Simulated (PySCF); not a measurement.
Radial density of Ca⁻ (calcium, charge -1)

UHF, [Ar] 3d1 4s2, 2D determinant. Computed with PySCF 2.14 in aug-cc-pwCVTZ-X2C, with the spin-free X2C one-electron Hamiltonian (Gaussian nucleus).

```json
{"r (bohr)": "0.00107", "4πr²ρ (e/bohr)": "0.09451", "4πr²(ρα − ρβ)": "0.0000"}
{"r (bohr)": "0.00180", "4πr²ρ (e/bohr)": "0.2479", "4πr²(ρα − ρβ)": "0.0000"}
{"r (bohr)": "0.00303", "4πr²ρ (e/bohr)": "0.6394", "4πr²(ρα − ρβ)": "0.0000"}
{"r (bohr)": "0.00509", "4πr²ρ (e/bohr)": "1.600", "4πr²(ρα − ρβ)": "0.0000"}
{"r (bohr)": "0.00857", "4πr²ρ (e/bohr)": "3.803", "4πr²(ρα − ρβ)": "0.0000"}
{"r (bohr)": "0.0144", "4πr²ρ (e/bohr)": "8.269", "4πr²(ρα − ρβ)": "-0.0001"}
{"r (bohr)": "0.0242", "4πr²ρ (e/bohr)": "15.45", "4πr²(ρα − ρβ)": "-0.0002"}
{"r (bohr)": "0.0408", "4πr²ρ (e/bohr)": "22.44", "4πr²(ρα − ρβ)": "-0.0002"}
{"r (bohr)": "0.0686", "4πr²ρ (e/bohr)": "22.25", "4πr²(ρα − ρβ)": "-0.0001"}
{"r (bohr)": "0.115", "4πr²ρ (e/bohr)": "17.08", "4πr²(ρα − ρβ)": "-0.0001"}
{"r (bohr)": "0.194", "4πr²ρ (e/bohr)": "22.05", "4πr²(ρα − ρβ)": "-0.0006"}
{"r (bohr)": "0.326", "4πr²ρ (e/bohr)": "21.71", "4πr²(ρα − ρβ)": "-0.0003"}
{"r (bohr)": "0.549", "4πr²ρ (e/bohr)": "7.262", "4πr²(ρα − ρβ)": "0.0001"}
{"r (bohr)": "0.923", "4πr²ρ (e/bohr)": "7.596", "4πr²(ρα − ρβ)": "-0.0003"}
{"r (bohr)": "1.55", "4πr²ρ (e/bohr)": "4.207", "4πr²(ρα − ρβ)": "0.0026"}
{"r (bohr)": "2.61", "4πr²ρ (e/bohr)": "0.7586", "4πr²(ρα − ρβ)": "-0.0025"}
{"r (bohr)": "4.39", "4πr²ρ (e/bohr)": "0.4791", "4πr²(ρα − ρβ)": "0.0069"}
{"r (bohr)": "7.39", "4πr²ρ (e/bohr)": "0.1452", "4πr²(ρα − ρβ)": "0.0713"}
{"r (bohr)": "12.4", "4πr²ρ (e/bohr)": "0.1157", "4πr²(ρα − ρβ)": "0.1146"}
{"r (bohr)": "20.9", "4πr²ρ (e/bohr)": "0.0003929", "4πr²(ρα − ρβ)": "0.0004"}
```

Densities and radii are taken from the X2C orbitals without a picture-change correction, which distorts them close to the nucleus.

The configuration of this anion was assumed by filling the next shell in order. It is not the known or likely ground configuration (Ca⁻, Sr⁻ and Ba⁻, for instance, bind a p electron), so these values are not the electron affinity of the element. At UHF the highest occupied level has a positive energy, so only the finite basis holds that electron.

Question: Where is the radial spin density 4πr²(ρα − ρβ) most negative, and why is it negative at all?

Answer: Around r = 2.61 bohr, down to -0.0025 e/bohr: exchange with the open shell polarises the paired shells in an unrestricted calculation.
